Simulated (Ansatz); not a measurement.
Two isomers of C2H7BN2Si: A = `CB[Si]1(N)C=N1`, B = `C=N[SiH2]N1BC1`.

Program: Ansatz. Geometries: PBE0-D4/def2-TZVP. ΔE: electronic, gas phase. CBS: MP2 limit from def2 TZ/QZ plus the TZ coupled-cluster correction, frozen cores. DFT in def2-TZVPP. B3LYP here is the variant with VWN-RPA as its local correlation; programs differ in this. Each species was taken in one conformer, which may not be the lowest.

(1) Which is lower in electronic energy at CCSD(T)/CBS, and by how much? (Best estimate.)

(2) Give E(B) − E(A) in kJ/mol with CCSD/def2-TZVPP, MP2/def2-TZVPP, r2SCAN-D4, CCSD(T)/def2-TZVPP, B3LYP, PBE0-D4, B2PLYP. (Estimate.)

Largest T1 diagnostic: 0.018.

Results:

(1) Computed: B, by 60.6 kJ/mol.

(2) Ansatz gave: CCSD/def2-TZVPP -67.2, MP2/def2-TZVPP -67.6, r2SCAN-D4 -48.3, CCSD(T)/def2-TZVPP -62.4, B3LYP -65.3, PBE0-D4 -52.0, B2PLYP -66.3. None reverses the order clearly.

From PBE to PBE0 (25 % exact exchange), in def2-TZVPP and without D4, E(B) − E(A) moves by −9.8 kJ/mol. In def2-TZVPP, CCSD(T) changes the Hartree–Fock value by +28.4 kJ/mol (the triples alone add +4.8 kJ/mol) and MP2 by +23.2 kJ/mol.
